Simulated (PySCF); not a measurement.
C2H3N3, SMILES c1nc[nH]n1.

Geometry: PBE0-D3(BJ)/def2-SVP.

Two levels are set side by side: TDA-PBE/def2-SVPD (PySCF) and TDA-LC-ωPBE/def2-SVPD (PySCF). Vertical, same geometry. The lowest singlet is HOMO→LUMO 98 % with PBE and HOMO−1→LUMO 97 % with the other functional; states are paired by order. Differences are taken from unrounded values.

```csv
quantity,TDA-LC-ωPBE,TDA-PBE,TDA-PBE minus TDA-LC-ωPBE
lowest singlet excitation (eV),6.75,5.66,-1.10
lowest triplet excitation (TDA) (eV),4.84,4.98,0.14
first bright state (f over 0.05) (eV),7.70,7.74,0.04
its oscillator strength,0.09,0.06,-0.02
```

A lower first singlet is the usual sign of a functional without exact exchange. Differences between two approximate levels are no errors against the true value.

Rough cost on one machine, each run with all the roots and properties that it gave: TDA-LC-ωPBE against TDA-PBE within a factor of 2.
